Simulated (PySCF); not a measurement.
PySCF 2.14 output of an unrestricted LDA calculation on a single atom or ion in aug-cc-pVTZ-PP with one added diffuse shell each of d, f type with ECP60MDF (6s5p5d3f, 67 functions), with a scalar-relativistic core potential:

```
SCF conv_tol = 1e-09
number electrons alpha = 13  beta = 9
    P. A. M. Dirac.,  Math. Proc. Cambridge Philos. Soc. 26, 376 (1930)
    F. Bloch.,  Z. Phys. 57, 545 (1929)
    S. H. Vosko, L. Wilk, and M. Nusair.,  Can. J. Phys. 58, 1200 (1980)
cycle= 1 E= -192.300959497807  delta_E= -0.0136  |g|= 0.0564  |ddm|= 0.568
cycle= 2 E= -192.301176851675  delta_E= -0.000217  |g|= 0.047  |ddm|= 0.152
cycle= 3 E= -192.301933052895  delta_E= -0.000756  |g|= 0.0019  |ddm|= 0.0885
cycle= 4 E= -192.301935411281  delta_E= -2.36e-06  |g|= 8.17e-05  |ddm|= 0.00823
cycle= 5 E= -192.301935416497  delta_E= -5.22e-09  |g|= 2.55e-06  |ddm|= 0.000395
cycle= 6 E= -192.301935416502  delta_E= -5.68e-12  |g|= 1.16e-07  |ddm|= 1.42e-05
converged SCF energy = -192.301935416502  <S^2> = 6.0020434  2S+1 = 5.0008173
```

The run itself started from symmetry-adapted Hartree-Fock orbitals and held the occupation by maximum overlap, on a logarithmic radial grid, so the iterations belong to that start.

Which element, charge and spin multiplicity is this?

Pb (lead, neutral), multiplicity 5; the state was [Xe] 4f14 5d10 6s1 6p3, high-spin 5S determinant (an excited configuration).

Energies and moments cover only the electrons outside the core potential. Spin-orbit coupling, which splits the p, d and f shells strongly at this Z, is absent. Spin-orbit coupling is strong in this species (close to jj coupling), so the high-spin LS determinant is a model state, not a physical level.
